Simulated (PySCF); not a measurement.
Vibration and rotation of CsCa

ROHF-CCSD(T) constants of CsCa, ²Σ⁺ (doublet), unpaired electrons σ ↑ (Cs def2-SVP with ECP46, Ca def2-SVP; scalar-relativistic core potentials (PySCF 2.14); masses 132.9054 and 39.9626 u):

```
ωe            : 40.7 cm⁻¹
ωexe          : 0.522 cm⁻¹
Be            : 0.023295 cm⁻¹
αe            : 0.000290 cm⁻¹
De to Cs + Ca : 0.119 eV
```

Q: What force constant and bond length do these constants imply?

A: Reduced mass μred = 30.724 u; k = 5.8918×10⁻⁷·μred·ωe² (u, cm⁻¹, mdyn/Å) = 0.0300 mdyn/Å; Re = √(16.8576/(μred·Be)) (u, cm⁻¹, Å) = 4.853 Å.

Q: Estimate the centrifugal constant D from the Kratzer relation and find the Dunham coefficient a1.

A: D = 4Be³/ωe² = 3.05e-08 cm⁻¹; a1 = −1 − αeωe/(6Be²) = -4.63.

Correlated steps freeze 5 core orbitals. The bond is weak. Basis-set superposition, not corrected here, can be much of De in a small basis, most of all at correlated wavefunction levels. Spin–orbit coupling is left out. The state was picked by a PBE0 search and need not be the measured ground state.
